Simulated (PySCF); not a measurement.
## Spinor energies of Ta⁺ (tantalum, charge +1)

Start: [Xe] 4f14 5d2 6s1 7s1; 5d5/2 filled at m_j = +3/2, +5/2; 6s1/2 filled at m_j = +1/2; 7s1/2 filled at m_j = +1/2. Calculated with PySCF 2.14 in x2c-TZVPall-2c with one added diffuse shell each of s, p, d type (12s12p11d2f, 117 functions): generalised Hartree-Fock with the X2C-1e Hamiltonian and a Gaussian nucleus; spin-orbit coupling (SO) screened by Boettger's factors. This is a chosen level, not necessarily the ground level.

```json
{"spinor shell": "1s1/2", "electrons": "2", "ε, screened SO (eV)": "-67770.0", "weight of nominal j (screened SO)": "1.000", "rms radius, screened SO (bohr)": "0.0211"}
{"spinor shell": "2s1/2", "electrons": "2", "ε, screened SO (eV)": "-11792.5", "weight of nominal j (screened SO)": "1.000", "rms radius, screened SO (bohr)": "0.0853"}
{"spinor shell": "2p1/2", "electrons": "2", "ε, screened SO (eV)": "-11249.9", "weight of nominal j (screened SO)": "1.000", "rms radius, screened SO (bohr)": "0.0726"}
{"spinor shell": "2p3/2", "electrons": "4", "ε, screened SO (eV)": "-9974.2", "weight of nominal j (screened SO)": "1.000", "rms radius, screened SO (bohr)": "0.0799"}
{"spinor shell": "3s1/2", "electrons": "2", "ε, screened SO (eV)": "-2772.9", "weight of nominal j (screened SO)": "1.000", "rms radius, screened SO (bohr)": "0.218"}
{"spinor shell": "3p1/2", "electrons": "2", "ε, screened SO (eV)": "-2532.1", "weight of nominal j (screened SO)": "1.000", "rms radius, screened SO (bohr)": "0.210"}
{"spinor shell": "3p3/2", "electrons": "4", "ε, screened SO (eV)": "-2252.7", "weight of nominal j (screened SO)": "1.000", "rms radius, screened SO (bohr)": "0.225"}
{"spinor shell": "3d3/2", "electrons": "4", "ε, screened SO (eV)": "-1850.7", "weight of nominal j (screened SO)": "1.000", "rms radius, screened SO (bohr)": "0.199"}
{"spinor shell": "3d5/2", "electrons": "6", "ε, screened SO (eV)": "-1790.3", "weight of nominal j (screened SO)": "1.000", "rms radius, screened SO (bohr)": "0.203"}
{"spinor shell": "4s1/2", "electrons": "2", "ε, screened SO (eV)": "-608.13", "weight of nominal j (screened SO)": "1.000", "rms radius, screened SO (bohr)": "0.488"}
{"spinor shell": "4p1/2", "electrons": "2", "ε, screened SO (eV)": "-507.48", "weight of nominal j (screened SO)": "1.000", "rms radius, screened SO (bohr)": "0.497"}
{"spinor shell": "4p3/2", "electrons": "4", "ε, screened SO (eV)": "-442.54", "weight of nominal j (screened SO)": "1.000", "rms radius, screened SO (bohr)": "0.530"}
{"spinor shell": "4d3/2", "electrons": "4", "ε, screened SO (eV)": "-276.66", "weight of nominal j (screened SO)": "1.000", "rms radius, screened SO (bohr)": "0.558"}
{"spinor shell": "4d5/2", "electrons": "6", "ε, screened SO (eV)": "-264.49", "weight of nominal j (screened SO)": "1.000", "rms radius, screened SO (bohr)": "0.569"}
{"spinor shell": "5s1/2", "electrons": "2", "ε, screened SO (eV)": "-101.18", "weight of nominal j (screened SO)": "1.000", "rms radius, screened SO (bohr)": "1.18"}
{"spinor shell": "5p1/2", "electrons": "2", "ε, screened SO (eV)": "-68.432", "weight of nominal j (screened SO)": "0.985", "rms radius, screened SO (bohr)": "1.31"}
{"spinor shell": "5p3/2", "electrons": "4", "ε, screened SO (eV)": "-59.522", "weight of nominal j (screened SO)": "0.991", "rms radius, screened SO (bohr)": "1.41"}
{"spinor shell": "4f5/2", "electrons": "6", "ε, screened SO (eV)": "-55.626", "weight of nominal j (screened SO)": "0.991", "rms radius, screened SO (bohr)": "0.700"}
{"spinor shell": "4f7/2", "electrons": "8", "ε, screened SO (eV)": "-53.728", "weight of nominal j (screened SO)": "0.993", "rms radius, screened SO (bohr)": "0.704"}
{"spinor shell": "5d5/2", "electrons": "2", "ε, screened SO (eV)": "-21.986", "weight of nominal j (screened SO)": "0.839", "rms radius, screened SO (bohr)": "2.09"}
{"spinor shell": "6s1/2", "electrons": "1", "ε, screened SO (eV)": "-18.453", "weight of nominal j (screened SO)": "0.997", "rms radius, screened SO (bohr)": "3.12"}
{"spinor shell": "7s1/2", "electrons": "1", "ε, screened SO (eV)": "-6.131", "weight of nominal j (screened SO)": "0.999", "rms radius, screened SO (bohr)": "7.33"}
```

```json
{"quantity": "E (hartree)", "screened SO": "-15609.76259"}
{"quantity": "M_J", "screened SO": "5"}
{"quantity": "⟨J²⟩", "screened SO": "30.023"}
{"quantity": "⟨L²⟩", "screened SO": "12.310"}
{"quantity": "⟨S²⟩", "screened SO": "6.040"}
```

Each row is a mean over spinors that exchange with the open shell spreads, by up to 5.426 eV (5p3/2).

Rows whose weight is well below 1 are mixtures of j = l ± 1/2: exchange outweighs spin-orbit coupling there, and the label is only the starting occupation.

Breit and QED terms are absent; they matter most for the inner s and p1/2 levels.

Densities and radii are taken from the X2C orbitals without a picture-change correction, which distorts them close to the nucleus.
